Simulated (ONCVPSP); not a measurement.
## Varying the ONCV potential for W

Base potential:

| Item | Value |
| --- | --- |
| Element | tungsten (W) |
| Generator | ONCVPSP 4.0.1 |
| Type | optimised norm-conserving Vanderbilt (ONCV) |
| Functional | revPBE |
| Relativity | scalar-relativistic |
| Frozen core | [Kr] 4d10 4f14 |
| Valence charge | 14 |
| Reference configuration | 5s2 5p6 5d4 6s1 (charge +1) |
| Partial waves | 5s+6s: rc 2.05 bohr, ncon 3, nbas 6, qcut 5.2 1/bohr, 3 projectors, debl 1.2 Ha; 5p: rc 1.95 bohr, ncon 3, nbas 6, qcut 6 1/bohr, 2 projectors, debl 1.8 Ha; 5d: rc 1.90 bohr, ncon 4, nbas 7, qcut 4.3 1/bohr, 2 projectors, debl 0.9 Ha |
| Local potential | polynomial inside 1.35 bohr (lpopt 5, dvloc0 3 Ha) |
| Core correction | Teter function fitted to the true core (icmod 2), fcfact 0.2 |

In the p channel the program set the typed energies aside and used -1.862, 0.250 Ha.

Cutoffs, loose and tight: the cutoffs (Ha) at which the residual kinetic energy of the hardest occupied pseudo-wave falls to 1 and 0.1 mHa per electron. They do not see the model core or the augmentation charge, which bear on the density cutoff. Test errors are all-electron minus pseudo excitation energies from the reference, over the configurations 5s2 5p6 5d4 6s2; 5s2 5p6 5d4 6s0; 5s2 5p6 5d3 6s0; 5s1 5p6 5d4 6s2. A dash means not determined; rows that change the core or the reference have their own tests.

```tsv
change	outcome	cutoff, loose	cutoff, tight	bound ghosts	GHOST(+) flags above zero	largest test error (meV)
base	generated, projector energies reset by the program	36 Ha	46 Ha	none	s, d	-816
d: rc 1.3; local potential polynomial inside 1.30 bohr (lpopt 5, dvloc0 3 Ha)	generated, projector energies reset by the program	15 Ha	45 Ha	none	none	-781
d: rc 1.56	generated, projector energies reset by the program	25 Ha	59 Ha	none	s	-789
d: rc 1.72	generated, projector energies reset by the program	32 Ha	54 Ha	none	s, d	-800
d: rc 2.02	generated, projector energies reset by the program	33 Ha	42 Ha	none	s	-833
d: rc 2.26	generated, projector energies reset by the program	25 Ha	33 Ha	none	s	-868
d: rc 2.42	generated, projector energies reset by the program	16 Ha	29 Ha	none	s, d	-895
d: rc 2.62	generated, projector energies reset by the program	12 Ha	23 Ha	none	s, d	-933
d: rc 2.78	generated, projector energies reset by the program	12 Ha	19 Ha	none	s, d	-961
```

Reading the sweep of the d radius (base included, trends over the rows without a ghost): The loose cutoff is not monotonic: lowest 12 Ha at 2.62 bohr, highest 36 Ha at 1.9 bohr. The median size of the test errors (rows with all tests solved) is not monotonic: lowest 4.0 meV at 2.26 bohr, highest 18.4 meV at 2.78 bohr.
